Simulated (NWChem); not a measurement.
# Correlation energy of selenium dioxide (O2Se)

```xyz
3

O      1.3523     0.0000    -0.5852
Se     0.0000     0.0000     0.2754
O     -1.3523     0.0000    -0.5852
```
Charge 0, spin multiplicity 1.

The numbers come from NWChem runs, not from measurements. Structure: optimised with PBE0/def2-SVP, a minimum by its harmonic frequencies.

Basis set: 3-21G. Each correlation energy counts from its own Hartree-Fock reference.

The Hamiltonian is non-relativistic. The correlated methods keep 11 core orbitals frozen. Coupled-cluster values serve here as a point of comparison, not as the truth.

Problem. One of these methods gave a correlation energy of -375.4 mHa. Which?
A) CCSD(T)
B) MP2
C) CCSD+T(CCSD)
D) SCS-MP2

Solution. C, CCSD+T(CCSD). The others give -356.0 (SCS-MP2), -369.7 (CCSD(T)), -372.1 (MP2).
